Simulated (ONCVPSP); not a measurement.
**Before and after: ONCV potential for Zr**

| Quantity | Value |
| --- | --- |
| Element | Zr |
| Generator | ONCVPSP 4.0.1 |
| Type | optimised norm-conserving Vanderbilt (ONCV) |
| Functional | PBE |
| Relativity | fully relativistic |
| Frozen core | [Ar] 3d10 |
| Valence charge | 12 |
| Reference configuration | 4s2 4p6 4d2 5s2 |
| Partial waves | 4s+5s: rc 2.05 bohr, ncon 4, nbas 8, qcut 6.4 1/bohr, 2 projectors; 4p: rc 2.20 bohr, ncon 3, nbas 7, qcut 6.5 1/bohr, 2 projectors, debl 0.9 Ha; 4d: rc 2.25 bohr, ncon 5, nbas 9, qcut 7.7 1/bohr, 3 projectors, debl 3.5 Ha |
| Local potential | polynomial inside 1.60 bohr (lpopt 5, dvloc0 3 Ha) |
| Core correction | none |

Open shells are filled in proportion to 2j + 1.

In the p channel the program set the typed energies aside and used -1.172, 0.250 Ha (j = l + 1/2; the other j can differ).

All-electron outer shells of the reference configuration (PBE, scalar-relativistic, ld1.x):

```csv
shell,level (eV),outermost node (bohr),outermost maximum (bohr)
3d,-174.71,–,0.35
4s,-54.50,0.55,1.08
4p,-32.46,0.56,1.17
5s,-4.44,1.47,3.15
4d,-3.60,0.58,1.59
```

Change: d: rc 3.1.

Cutoffs: the cutoffs (Ha) at which the residual kinetic energy of the hardest occupied pseudo-wave falls to 1 and 0.1 mHa per electron; they do not see the model core or the augmentation charge, which bear on the density cutoff. Errors are all-electron minus pseudo energies relative to the spin-unpolarised reference configuration.

Question: How do hardness, ghosts and transferability respond?

Answer: The potential gets softer (15 Ha and 19 Ha → 13 Ha and 16 Ha); of the 4 tests that both files solve, the error grows in 3 and shrinks in 0 by more than 15 % and 0.3 meV (median size 1.7 → 9.1 meV); neither file shows a bound ghost. A larger radius leaves more room for a smooth pseudo-wave, so fewer plane waves are needed. More of the atom is replaced by a form fitted at one configuration, so other configurations suffer.

| quantity | base | changed |
| --- | --- | --- |
| cutoff, loose | 15 Ha | 13 Ha |
| cutoff, tight | 19 Ha | 16 Ha |
| loose cutoff by channel | s 13 Ha, p 11 Ha, d 15 Ha | s 13 Ha, p 11 Ha, d 13 Ha |
| bound ghosts | none | none |
| GHOST(+) flags under 300 eV | none | none |
| error for 4s2 4p6 4d2 5s1, meV [ΔE 7.14 eV] | -0.4 | -2.4 |
| error for 4s2 4p6 4d2 5s0, meV [ΔE 20.08 eV] | -2.8 | -16 |
| error for 4s2 4p6 4d1 5s0, meV [ΔE 42.70 eV] | +5.0 | -22 |
| error for 4s2 4p6 4d2.5 5s1.5, meV [ΔE 0.51 eV] | -0.6 | -0.6 |
| s: phases at 2.08 bohr within 0.05 rad from the reference energy up to (Ha; the scan ends near 5) | 5.0 | 5.0 |
| p3/2: phases at 2.24 bohr within 0.05 rad from the reference energy up to (Ha; the scan ends near 5) | to the end of the scan | to the end of the scan |
| p1/2: phases at 2.24 bohr within 0.05 rad from the reference energy up to (Ha; the scan ends near 5) | to the end of the scan | to the end of the scan |
